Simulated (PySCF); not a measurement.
**Dipole response of Cu⁺ (copper, charge +1)**

[Ar] 3d10, closed-shell 1S. Computed with PySCF 2.14 in aug-cc-pwCVTZ-DK with one added diffuse shell each of s, p, d, f, g type (11s10p8d5f4g, 152 functions), with scalar relativity by spin-free X2C-1e. Coupled (time-dependent) response in atomic units; α is the mean over directions.

| method | mean α (bohr³) | C₆ (like pair) | S(−4) |
| --- | --- | --- | --- |
| M06-L | 7.612 | 26.04 | 45.54 |

S(−4) is the Cauchy moment in α(ω) = α(0) + S(−4) ω² + …

α(iu) at M06-L:

| u (hartree) | α(iu) (bohr³) |
| --- | --- |
| 0 | 7.612 |
| 0.0500 | 7.500 |
| 0.100 | 7.196 |
| 0.200 | 6.291 |
| 0.300 | 5.369 |
| 0.500 | 3.999 |
| 0.750 | 2.968 |
| 1.00 | 2.332 |
| 1.50 | 1.598 |
| 2.00 | 1.187 |
| 3.00 | 0.7466 |
| 5.00 | 0.3859 |

A single London oscillator, α(iu) = α/(1 + u²/ω²), gives C₆ = (3/4) ω α². Matching the computed C₆ needs ω = 4 × 26.04 / (3 × 7.612²) = 0.599 hartree.

For an ion, C₆ is the dispersion term alone; charge-induced terms of lower order in 1/R come first.
